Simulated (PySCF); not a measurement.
**Selenium: a sound run and one with changed settings**

Sound run: Se⁺ [Ar] 3d10 4s2 4p3, Se²⁺ [Ar] 3d10 4s2 4p2. Calculation: PySCF 2.14, in Sapporo-DKH3-DZP-2012 (6s5p3d1f, 43 functions); scalar relativity by spin-free X2C-1e. In the sound run the correlated levels freeze [Ar] 3d10. The sound run starts from symmetry-adapted Hartree-Fock orbitals and uses a fine grid where one is needed.

Changed run: no relativity, point nucleus. This setting is unsound on purpose.

```csv
species,method,sound run (hartree),changed run (hartree),converged
Se⁺,UHF,-2427.69846,-2381.86213,yes
Se⁺,M06-L,-2429.32142,-2383.49778,yes
Se⁺,TPSS,-2429.34096,-2383.53419,yes
Se⁺,MP2,-2427.75699,-2381.92166,yes
Se⁺,CCSD(T),-2427.77246,-2381.93799,yes
Se²⁺,UHF,-2426.93063,-2381.09330,yes
Se²⁺,M06-L,-2428.54463,-2382.71839,yes
Se²⁺,TPSS,-2428.55373,-2382.74530,yes
Se²⁺,MP2,-2426.97497,-2381.13862,yes
Se²⁺,CCSD(T),-2426.99186,-2381.15683,yes
```

Ionisation energy of Se⁺:

| method | sound run (eV) | changed run (eV) |
| --- | --- | --- |
| UHF | 20.894 | 20.921 |
| M06-L | 21.138 | 21.208 |
| TPSS | 21.422 | 21.467 |
| MP2 | 21.280 | 21.307 |
| SCS-MP2 | 21.154 | 21.181 |
| CCSD | 21.236 | 21.252 |
| CCSD(T) | 21.241 | 21.257 |

Most of the change in total energy is the relativistic energy itself. On top of that the contraction fixes the core shape for the Hamiltonian it was made with, so the changed run is not a good calculation with the other Hamiltonian either.

For comparison, NIST gives 21.196 ± 0.01 eV between the lowest levels.
